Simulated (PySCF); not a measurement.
**Ar¹⁶⁺ (argon, charge +16) across methods**

1s2, closed-shell 1S. Computed with PySCF 2.14 in an even-tempered Gaussian basis (15 s from 12 bohr⁻², ratio 2.2; 7 p from 19 bohr⁻², ratio 2.4; 4 d from 56 bohr⁻², ratio 2.4; 3 f from 85 bohr⁻², ratio 2.4; 3 g from 130 bohr⁻², ratio 2.4), with the non-relativistic Hamiltonian (point nucleus). The B2PLYP total includes its PT2 part (frozen core); its orbital energies are those of the SCF part.

| method | E (hartree) | mean ε 1s (eV) | Σ⟨r²⟩ (bohr²) | ⟨S²⟩ |
| --- | --- | --- | --- | --- |
| r2SCAN | -312.9101 | -4008.2 | 0.01940 | 0.000 |
| PBE0 | -312.7425 | -4023.3 | 0.01943 | 0.000 |
| B97-3 | -312.8655 | -4025.7 | 0.01941 | 0.000 |
| LDA | -311.5353 | -3982.5 | 0.01952 | 0.000 |
| UHF | -312.86092 | -4106.6 | 0.01937 | 0.000 |
| PBE | -312.6874 | -3995.2 | 0.01945 | 0.000 |
| B2PLYP | -312.8680 | -4055.3 | 0.01941 | 0.000 |
